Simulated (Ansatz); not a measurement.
Predict a relaxed structure of Ge₃, charge 0, singlet, at PBE-D4/def2-TZVP (Ansatz).


```
atom   x (Å)   y (Å)   z (Å)
 Ge1   1.571  -0.203   0.457
 Ge2  -1.448   0.422   0.665
 Ge3  -0.123  -0.220  -1.122
```
Point group C2v (tolerance 0.1 Å). This is one stationary point.

The order of the spin states hangs on the level: the triplet lies 0.12 eV below the singlet at PBE0-D4/def2-TZVP, but 0.02 eV above it at PBE-D4/def2-TZVP. The structure comes from a short search, and lower isomers may exist.
